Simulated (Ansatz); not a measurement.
One change: `C[NH][Zr]([Cl])([Cl])[Cl]` becomes `C[NH][Zr]([Cl])([Cl])[O]C`.

Ansatz, PBE0-D4/def2-TZVP geometries, multiplicity 1. Each molecule was computed in one conformer, which needn't be the lowest.

Elements past krypton have def2 core potentials.

```json
{"property": "HOMO–LUMO gap (PBE/def2-TZVPP) / eV", "`C[NH][Zr]([Cl])([Cl])[Cl]`": "3.60"}
{"property": "HOMO energy (PBE0/def2-TZVPP) / eV", "`C[NH][Zr]([Cl])([Cl])[Cl]`": "-7.80"}
{"property": "LUMO energy (PBE/def2-TZVPP) / eV", "`C[NH][Zr]([Cl])([Cl])[Cl]`": "-2.89"}
{"property": "HOMO–LUMO gap (B3LYP/def2-TZVPP) / eV", "`C[NH][Zr]([Cl])([Cl])[Cl]`": "5.31"}
{"property": "size of the dipole moment (ωB97M-V/def2-TZVPP) / D", "`C[NH][Zr]([Cl])([Cl])[Cl]`": "3.21"}
{"property": "HOMO energy (PBE/def2-TZVPP) / eV", "`C[NH][Zr]([Cl])([Cl])[Cl]`": "-6.49"}
```

Q: What does the change do to each property? (Best estimate.)

A: The calculation gave: 
```
                                          property  `C[NH][Zr]([Cl])([Cl])[O]C`  shift
               HOMO–LUMO gap (PBE/def2-TZVPP) / eV                         4.02   0.42
                HOMO energy (PBE0/def2-TZVPP) / eV                        -7.29   0.51
                 LUMO energy (PBE/def2-TZVPP) / eV                        -1.96   0.93
             HOMO–LUMO gap (B3LYP/def2-TZVPP) / eV                         5.74   0.43
size of the dipole moment (ωB97M-V/def2-TZVPP) / D                         3.90   0.69
                 HOMO energy (PBE/def2-TZVPP) / eV                        -5.98   0.51
```

With PBE0 the HOMO rises by 0.51 eV and the LUMO rises by 0.95 eV, so the gap widens by about 0.44 eV. PBE moves the HOMO by 0.51 eV and ωB97M-V by 0.51 eV. The zero-point energy changes by 106.2 kJ/mol with +12 modes. Dipoles are sizes alone; their direction can turn.

B3LYP here is the variant with VWN-RPA as its local correlation; programs differ in this.
